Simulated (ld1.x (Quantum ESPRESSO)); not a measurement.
An all-electron radial function and its pseudo partner (oxygen)

Columns: radius, all-electron u(r) and pseudo u(r) of the 2p shell (level -33.46 eV) of oxygen in the configuration [He] 2s2 2p2.5; PBE, non-relativistic, TM scheme, ld1.x (Quantum ESPRESSO) 7.5.

```
r (bohr)  all-electron  pseudo
   0.047        0.0321  0.0162
   0.095        0.1096  0.0647
   0.142        0.2065  0.1395
   0.190        0.3127  0.2374
   0.237        0.4153  0.3462
   0.285        0.5134  0.4618
   0.332        0.6001  0.5710
   0.380        0.6776  0.6714
   0.427        0.7427  0.7543
   0.475        0.7984  0.8209
   0.522        0.8427  0.8688
   0.570        0.8781  0.9022
   0.617        0.9037  0.9225
   0.665        0.9215  0.9338
   0.712        0.9314  0.9382
   0.760        0.9348  0.9377
   0.807        0.9325  0.9334
   0.855        0.9250  0.9252
   0.902        0.9135  0.9135
   0.950        0.8982  0.8982
   0.997        0.8802  0.8802
   1.045        0.8594  0.8594
   1.092        0.8371  0.8371
   1.140        0.8127  0.8127
   1.187        0.7878  0.7878
   1.235        0.7614  0.7614
```

Problem. How many radial nodes do the two functions have?

Solution. The all-electron 2p function has n − l − 1 = 0; the pseudo-wave has 0.

Problem. At about which radius was the pseudo-wave matched?

Solution. 0.95 bohr. The columns agree to 0.0005 from 0.85 bohr on; several derivatives are matched, so the curves merge somewhat inside the radius.

Problem. Is the pseudo-wave norm-conserving?

Solution. Yes: the TM scheme keeps the norm inside the radius equal to the all-electron one, which fixes the energy derivative of the logarithmic derivative at the level.
